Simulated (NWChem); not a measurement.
# InHClF; SMILES [F][InH][Cl]

Program: NWChem. The geometry was optimised at PBE-D3(BJ)/def2-SVP. def2 effective core potentials on In; no spin-orbit coupling. Ions are spin-unrestricted doublets at the neutral geometry; other ion states weren't tried.

For level LRC-wPBEh/def2-SVP:

- vertical ionisation energy, ΔSCF (eV): 11.53
- −ε(HOMO) (eV): 10.71

Question: Estimate the same quantities for level B3LYP/def2-SVP.

Answer: 
- vertical ionisation energy, ΔSCF (eV): 11.26
- −ε(HOMO) (eV): 8.49
